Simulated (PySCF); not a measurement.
PySCF job for Al(F)(Me)(NH2) (CH5AlFN), SMILES [F][Al]([NH2])[CH3], TDA-M06-2X/def2-SVPD. The structure is a stationary point at B3LYP-D3(BJ)/def2-SVP. One conformer was computed; it need not be the lowest.

```python
import numpy as np
from pyscf import gto, scf, dft, tdscf

mol = gto.M(
    atom='''
    Al    0.03497857   -0.03142640   -0.00000000
    F     1.65325694   -0.45802139    0.00000000
    C    -0.47244478    1.84429602   -0.00000000
    H    -0.06548502    2.36168978    0.88534265
    H    -1.56556504    1.98446577    0.00000001
    H    -0.06548502    2.36168978   -0.88534265
    N    -1.11622967   -1.37292684   -0.00000000
    H    -2.12689377   -1.27600408    0.00000001
    H    -0.86232864   -2.35639376   -0.00000000
    ''',
    basis='def2-SVPD',
    charge=0,
    spin=0,
    symmetry=True,
    max_memory=1600,
    verbose=4,
)
mf = dft.RKS(mol, xc='m06-2x').density_fit(auxbasis='def2-universal-jkfit')
mf.grids.level = 4
mf.conv_tol = 1e-9
mf.max_cycle = 100
mf.kernel()
mf.grids = dft.Grids(mol).set(level=2).build(with_non0tab=True)  # coarser grid for the response kernel
td = tdscf.TDA(mf)
td.singlet = True
td.nstates = 10
td.conv_tol = 1e-4
td.kernel(x0=td.get_init_guess(mf, 15))
td.analyze()
tt = tdscf.TDA(mf)
tt.singlet = False
tt.nstates = 4
tt.conv_tol = 1e-4
tt.kernel(x0=tt.get_init_guess(mf, 9))
tt.analyze(verbose=3)
```

Program output:

```
PySCF version 2.14.0

[INPUT] verbose = 4
[INPUT] num. atoms = 9
[INPUT] num. electrons = 40
[INPUT] charge = 0
[INPUT] spin (= nelec alpha-beta = 2S) = 0
[INPUT] symmetry True subgroup None
[INPUT] Mole.unit = angstrom
[INPUT] Symbol           X                Y                Z      unit          X                Y                Z       unit  Magmom
[INPUT]  1 Al     0.034978570000  -0.031426400000   0.000000000000 AA    0.066099917529  -0.059387289081   0.000000000000 Bohr   0.0
[INPUT]  2 F      1.653256940000  -0.458021390000   0.000000000000 AA    3.124202830136  -0.865534986293   0.000000000000 Bohr   0.0
[INPUT]  3 C     -0.472444780000   1.844296020000   0.000000000000 AA   -0.892791243180   3.485214370425   0.000000000000 Bohr   0.0
[INPUT]  4 H     -0.065485020000   2.361689780000   0.885342650000 AA   -0.123748753062   4.462946875384   1.673055134897 Bohr   0.0
[INPUT]  5 H     -1.565565040000   1.984465770000   0.000000010000 AA   -2.958489155794   3.750096808874   0.000000018897 Bohr   0.0
[INPUT]  6 H     -0.065485020000   2.361689780000  -0.885342650000 AA   -0.123748753062   4.462946875384  -1.673055134897 Bohr   0.0
[INPUT]  7 N     -1.116229670000  -1.372926840000   0.000000000000 AA   -2.109368368414  -2.594455716665   0.000000000000 Bohr   0.0
[INPUT]  8 H     -2.126893770000  -1.276004080000   0.000000010000 AA   -4.019246721344  -2.411298245028   0.000000018897 Bohr   0.0
[INPUT]  9 H     -0.862328640000  -2.356393760000   0.000000000000 AA   -1.629564958969  -4.452938848034   0.000000000000 Bohr   0.0

nuclear repulsion = 155.582710317639
point group symmetry = Cs
symmetry origin: [4.72431427e-10 9.44863032e-10 9.44863064e-10]
symmetry axis x: [ 1.00000000e+00 -2.29367357e-09 -9.04229147e-10]
symmetry axis y: [-2.29367357e-09 -1.00000000e+00 -1.26037436e-10]
symmetry axis z: [ 9.04229147e-10 -1.26037437e-10  1.00000000e+00]
num. orbitals of irrep A' = 87
num. orbitals of irrep A" = 40
number of shells = 55
number of NR pGTOs = 185
number of NR cGTOs = 127
basis = def2-SVPD
ecp = {}


[settings echo left out]
init E= -437.883324716278
HOMO (A") = -0.330225005098599  LUMO (A') = -0.0562527762355369  gap/eV = 7.45516
cycle= 1 E= -437.883195930694  delta_E= 0.000129  |g|= 0.616  |ddm|= 3.43
HOMO (A") = -0.269127375091192  LUMO (A') = -0.00114319742400548  gap/eV = 7.29222
cycle= 2 E= -437.866177156176  delta_E= 0.017  |g|= 0.735  |ddm|=  1.2
HOMO (A") = -0.333200906486575  LUMO (A') = -0.00561999083017328  gap/eV = 8.91393
cycle= 3 E= -437.960982176356  delta_E= -0.0948  |g|= 0.0416  |ddm|= 0.519
HOMO (A") = -0.334091553685153  LUMO (A') = -0.00640701557895884  gap/eV = 8.91675
cycle= 4 E= -437.961306212836  delta_E= -0.000324  |g|= 0.0233  |ddm|= 0.0667
HOMO (A") = -0.331784318559272  LUMO (A') = -0.00586302846226516  gap/eV = 8.86877
cycle= 5 E= -437.961442858536  delta_E= -0.000137  |g|= 0.00411  |ddm|= 0.0287
HOMO (A") = -0.33244231137076  LUMO (A') = -0.00585413688739189  gap/eV = 8.88692
cycle= 6 E= -437.961446896658  delta_E= -4.04e-06  |g|= 0.00151  |ddm|= 0.00625
HOMO (A") = -0.332127720502108  LUMO (A') = -0.00586789506925189  gap/eV = 8.87798
cycle= 7 E= -437.961447473669  delta_E= -5.77e-07  |g|= 0.000702  |ddm|= 0.00214
HOMO (A") = -0.332237028028257  LUMO (A') = -0.00587346285322354  gap/eV = 8.88080
cycle= 8 E= -437.961447603459  delta_E= -1.3e-07  |g|= 9.21e-05  |ddm|= 0.000978
HOMO (A") = -0.33222824679602  LUMO (A') = -0.00586855651194895  gap/eV = 8.88070
cycle= 9 E= -437.961447606919  delta_E= -3.46e-09  |g|= 1.77e-05  |ddm|= 0.000236
HOMO (A") = -0.332230839750639  LUMO (A') = -0.00586900544414304  gap/eV = 8.88076
cycle= 10 E= -437.961447607088  delta_E= -1.7e-10  |g|= 3.31e-06  |ddm|= 6.07e-05
HOMO (A") = -0.332230677243336  LUMO (A') = -0.00586875525437991  gap/eV = 8.88076
Extra cycle  E= -437.961447607091  delta_E= -2.39e-12  |g|= 1.71e-06  |ddm|= 9.63e-06
converged SCF energy = -437.961447607091
tot grids = 72560


******** <class 'pyscf.tdscf.rks.TDA'> for <class 'pyscf.df.df_jk.DFSymAdaptedRKS'> ********
nstates = 10 singlet
deg_eia_thresh = 1.000e-03
wfnsym = None
conv_tol = 0.0001
eigh lindep = 1e-12
eigh level_shift = 0
eigh max_cycle = 100


Excitation energies (eV)
[6.23435429 7.3510155  7.54125624 7.66164669 7.79888795 8.08476619
 8.56038755 9.02191461 9.02797083 9.19850224]

** Singlet excitation energies and oscillator strengths **
Excited State   1:   A"      6.23435 eV    198.87 nm  f=0.0716
      20 -> 21       -0.66720
      20 -> 23        0.11865
      20 -> 29       -0.12370
Excited State   2:   A'      7.35102 eV    168.66 nm  f=0.0902
      19 -> 21       -0.63801
      19 -> 23       -0.13984
      20 -> 22       -0.23831
Excited State   3:   A'      7.54126 eV    164.41 nm  f=0.2377
      19 -> 21        0.23012
      20 -> 22       -0.64939
Excited State   4:   A"      7.66165 eV    161.82 nm  f=0.0139
      19 -> 22       -0.40218
      20 -> 23        0.36142
      20 -> 24        0.41522
      20 -> 25        0.10171
Excited State   5:   A"      7.79889 eV    158.98 nm  f=0.0317
      19 -> 22       -0.55930
      20 -> 21       -0.10313
      20 -> 23       -0.24343
      20 -> 24       -0.29748
Excited State   6:   A"      8.08477 eV    153.36 nm  f=0.0010
      20 -> 23       -0.43176
      20 -> 24        0.43482
      20 -> 26       -0.27658
      20 -> 29        0.11497
Excited State   7:   A"      8.56039 eV    144.83 nm  f=0.0007
      20 -> 23        0.18056
      20 -> 24       -0.10993
      20 -> 25        0.20506
      20 -> 26       -0.49185
      20 -> 31       -0.29011
      20 -> 33       -0.21072
      20 -> 34        0.15464
Excited State   8:   A"      9.02191 eV    137.43 nm  f=0.0201
      20 -> 21        0.18081
      20 -> 23        0.12237
      20 -> 25       -0.49625
      20 -> 26       -0.17562
      20 -> 28        0.28935
      20 -> 29       -0.24947
Excited State   9:   A'      9.02797 eV    137.33 nm  f=0.0100
      19 -> 24       -0.66176
      19 -> 31       -0.10807
Excited State  10:   A'      9.19850 eV    134.79 nm  f=0.0178
      19 -> 21       -0.14447
      19 -> 23        0.64127
      19 -> 25       -0.15359
      19 -> 26       -0.12707

** Transition electric dipole moments (AU) **
state          X           Y           Z        Dip. S.      Osc.
  1         0.0000      0.0000      0.6849      0.4690      0.0716
  2         0.2665     -0.6557     -0.0000      0.5009      0.0902
  3         0.3983      1.0619     -0.0000      1.2863      0.2377
  4         0.0000      0.0000      0.2717      0.0738      0.0139
  5        -0.0000     -0.0000      0.4071      0.1658      0.0317
  6         0.0000      0.0000     -0.0712      0.0051      0.0010
  7         0.0000      0.0000     -0.0585      0.0034      0.0007
  8         0.0000      0.0000      0.3017      0.0910      0.0201
  9         0.2090     -0.0365     -0.0000      0.0450      0.0100
 10        -0.2796     -0.0260      0.0000      0.0789      0.0178

** Transition velocity dipole moments (imaginary part, AU) **
state          X           Y           Z        Dip. S.      Osc.
  1        -0.0000     -0.0000      0.1392      0.0194      0.0564
  2         0.0518     -0.2092     -0.0000      0.0465      0.1146
  3         0.0623      0.2345     -0.0000      0.0589      0.1416
  4        -0.0000     -0.0000      0.0487      0.0024      0.0056
  5        -0.0000     -0.0000     -0.0022      0.0000      0.0000
  6         0.0000     -0.0000     -0.0209      0.0004      0.0010
  7        -0.0000     -0.0000     -0.0049      0.0000      0.0001
  8        -0.0000     -0.0000      0.0645      0.0042      0.0084
  9         0.0426     -0.0136     -0.0000      0.0020      0.0040
 10        -0.0840      0.0152      0.0000      0.0073      0.0144

** Transition magnetic dipole moments (imaginary part, AU) **
state          X           Y           Z
  1         0.6858     -0.5405     -0.0000
  2        -0.0000      0.0000      0.1052
  3         0.0000      0.0000     -0.0216
  4        -0.5495      0.1039     -0.0000
  5        -0.7066     -0.1791      0.0000
  6         0.0499      0.1490     -0.0000
  7        -0.2871     -0.3184      0.0000
  8         0.2246     -0.2311     -0.0000
  9         0.0000     -0.0000      0.7210
 10         0.0000     -0.0000     -0.0860


******** <class 'pyscf.tdscf.rks.TDA'> for <class 'pyscf.df.df_jk.DFSymAdaptedRKS'> ********
nstates = 4 triplet
deg_eia_thresh = 1.000e-03
wfnsym = None
conv_tol = 0.0001
eigh lindep = 1e-12
eigh level_shift = 0
eigh max_cycle = 100


Excitation energies (eV)
[5.91316711 6.18755299 6.73231993 7.05377799]

** Triplet excitation energies and oscillator strengths **
Excited State   1:   A"      5.91317 eV    209.67 nm  f=0.0000
Excited State   2:   A'      6.18755 eV    200.38 nm  f=0.0000
Excited State   3:   A'      6.73232 eV    184.16 nm  f=0.0000
Excited State   4:   A"      7.05378 eV    175.77 nm  f=0.0000
```

The calculation finished and met its thresholds.

Cost: around 5 core-minutes (rough).
